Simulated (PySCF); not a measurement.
Al(H)2(NH2) (AlH4N), SMILES [NH2][AlH2]. Atoms are numbered in the order given.

```xyz
6

Al     0.0000     0.0000     0.6505
H      0.0000     1.3942     1.3877
H      0.0000    -1.3942     1.3877
N      0.0000     0.0000    -1.1198
H      0.0000     0.8268    -1.6970
H      0.0000    -0.8268    -1.6970
```

Geometry optimised at B3LYP-D3(BJ)/def2-TZVP.

The numbers are results of PBE/def2-TZVPD in PySCF, not measurements.

ESP charges are fitted to the potential on shells at 1.4 to 2.0 van der Waals radii. Atomic charges (e):

```csv
atom,ESP fit,IAO
Al1,[?],0.71
H2,[?],-0.20
H3,[?],-0.20
N4,[?],-0.85
H5,[?],0.27
H6,[?],0.27
```

Q: Fill in the missing entries. (Estimate from the structure and the level; the computed values follow.)

A: 
- Al1, ESP fit: 0.84
- H2, ESP fit: -0.26
- H3, ESP fit: -0.26
- N4, ESP fit: -1.07
- H5, ESP fit: 0.38
- H6, ESP fit: 0.38
